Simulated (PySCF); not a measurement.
**Electron correlation in Mg⁺ (magnesium, charge +1)**

[Ne] 3s1, 2S determinant. Computed with PySCF 2.14 in aug-cc-pCVDZ (6s5p3d, 36 functions), with the non-relativistic Hamiltonian (point nucleus). Frozen: 1s2; 9 electrons correlated.

```csv
level,correlation energy (mhartree)
CCSD,-168.53
(T),-0.28
CCSD(T),-168.81
```

Diagnostics: T1 = 0.0019, D1 = 0.0035, largest double amplitude 0.015.

Cost of the coupled-cluster step: roughly 0.9 core-seconds, for 9 correlated electrons.
